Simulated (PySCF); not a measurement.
Isomers of C8H11N, one conformer each; single-point electronic energies without zero-point terms and without any empirical dispersion term.

All values: PBE0/pcSseg-1 (PySCF, non-relativistic), each on one gas-phase PBE0-D3(BJ)/def2-SVP geometry that isn't relaxed in the solvent. The solvent is an IEF-PCM continuum (cavity from Bondi-type radii × 1.2). Specific hydrogen bonds and non-electrostatic terms are outside this model.

| isomer | relative energy, gas (kJ/mol) | dipole (D) |
| --- | --- | --- |
| `CNC1=CC=CC=C1C` | 0.0 | 2.12 |
| `CCCC1=CC=CN=C1` | 4.6 | 2.52 |
| `C/C=C/C(=C\CC)C#N` | 137.9 | 4.50 |

**Question.** How do the relative energies look in chloroform (ε = 4.711)?

**Answer.** 
```json
{"isomer": "`CNC1=CC=CC=C1C`", "relative energy, solvent (kJ/mol)": "0.0", "E(solvent) − E(gas) (kJ/mol)": "-16.3", "dipole in solvent (D)": "2.71"}
{"isomer": "`CCCC1=CC=CN=C1`", "relative energy, solvent (kJ/mol)": "5.7", "E(solvent) − E(gas) (kJ/mol)": "-15.2", "dipole in solvent (D)": "3.17"}
{"isomer": "`C/C=C/C(=C\\CC)C#N`", "relative energy, solvent (kJ/mol)": "133.9", "E(solvent) − E(gas) (kJ/mol)": "-20.3", "dipole in solvent (D)": "5.52"}
```

The order is unchanged. Conformers: `[CH3:1][NH:2][c:3]1[cH:4][cH:5][cH:6][cH:7][c:8]1[CH3:9]` with C1–N2–C3–C4 -9°; `[CH3:1][CH2:2][CH2:3][c:4]1[cH:5][cH:6][cH:7][n:8][cH:9]1` with C1–C2–C3–C4 180°, C2–C3–C4–C5 87°; `[CH3:1]/[CH:2]=[CH:3]/[C:4]([C:5]#[N:6])=[CH:7]\[CH2:8][CH3:9]` with C2–C3–C4–C5 0°, C4–C7–C8–C9 -120°. `C/C=C/C(=C\CC)C#N` gains most from the continuum, and it has the largest gas-phase dipole. The gains span 5.1 kJ/mol, the gas-phase energies 137.9 kJ/mol.
